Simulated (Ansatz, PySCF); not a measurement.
Bond stretch in AuH, singlet.

Levels: RKS-PBE = Ansatz (a first-principles code) with restricted PBE/def2-SVP, def2 effective core potentials past Kr; UKS-PBE = unrestricted PBE/def2-SVP, def2 effective core potentials past Kr (Ansatz); RKS-M06-2X = restricted M06-2X/def2-SVP, def2 effective core potentials past Kr run with PySCF; UCCSD(T) = CCSD(T) on UHF/def2-SVP, def2 effective core potentials past Kr in PySCF 2.14.0.

Energies relative to the lowest point of each curve near equilibrium, in eV; the last columns give the difference from UCCSD(T):

```csv
R / Å,RKS-PBE,UKS-PBE,RKS-M06-2X,UCCSD(T),RKS-PBE − UCCSD(T),UKS-PBE − UCCSD(T),RKS-M06-2X − UCCSD(T)
1.22,1.794,1.794,1.719,1.675,0.119,0.119,0.043
1.30,0.868,0.868,0.816,0.777,0.091,0.091,0.039
1.37,0.386,0.386,0.354,0.322,0.064,0.064,0.032
1.46,0.076,0.076,0.064,0.047,0.029,0.029,0.017
1.51,0.011,0.011,0.007,0.001,0.011,0.011,0.007
1.54,0.000,0.000,0.000,0.000,0.000,0.000,0.000
1.59,0.018,0.018,0.023,0.034,-0.016,-0.016,-0.011
1.65,0.087,0.087,0.095,0.121,-0.033,-0.033,-0.026
1.68,0.137,0.137,0.146,0.178,-0.041,-0.041,-0.032
1.81,0.430,0.430,0.436,0.494,-0.064,-0.064,-0.058
1.90,0.677,0.677,0.676,0.746,-0.069,-0.069,-0.070
2.06,1.141,1.141,1.129,1.227,-0.086,-0.086,-0.097
2.33,1.886,1.886,1.872,1.937,-0.051,-0.051,-0.065
2.53,2.361,2.360,2.366,2.345,0.017,0.015,0.021
2.78,2.853,2.742,2.904,2.681,0.172,0.061,0.223
3.10,3.333,2.972,3.472,2.867,0.466,0.105,0.605
3.42,3.677,3.066,3.924,2.928,0.749,0.138,0.996
3.76,3.931,3.108,4.299,2.950,0.981,0.158,1.349
4.16,4.127,3.129,4.628,2.959,1.168,0.169,1.668
4.63,4.267,3.138,4.899,2.963,1.303,0.174,1.936
5.33,4.371,3.142,5.160,2.965,1.406,0.177,2.195
6.15,4.419,3.144,5.333,2.966,1.453,0.178,2.367
```

RKS-PBE is furthest from UCCSD(T) at 6.15 (1.453 eV, above); its mean absolute difference over the points is 0.381 eV.

UKS-PBE is furthest from UCCSD(T) at 6.15 (0.178 eV, above); its mean absolute difference over the points is 0.084 eV.

RKS-M06-2X is furthest from UCCSD(T) at 6.15 (2.367 eV, above); its mean absolute difference over the points is 0.539 eV.

The restricted form behind RKS-PBE, RKS-M06-2X keeps the bonding electrons paired and can't separate into open-shell fragments. The unrestricted determinant behind UKS-PBE is spin-contaminated at 2.53 to 6.15 Å (<S²> up to 1.0, against 0.00 for a pure singlet). The unrestricted determinant behind UCCSD(T) is spin-contaminated at 2.06 to 6.15 Å (<S²> up to 1.0, against 0.00 for a pure singlet).
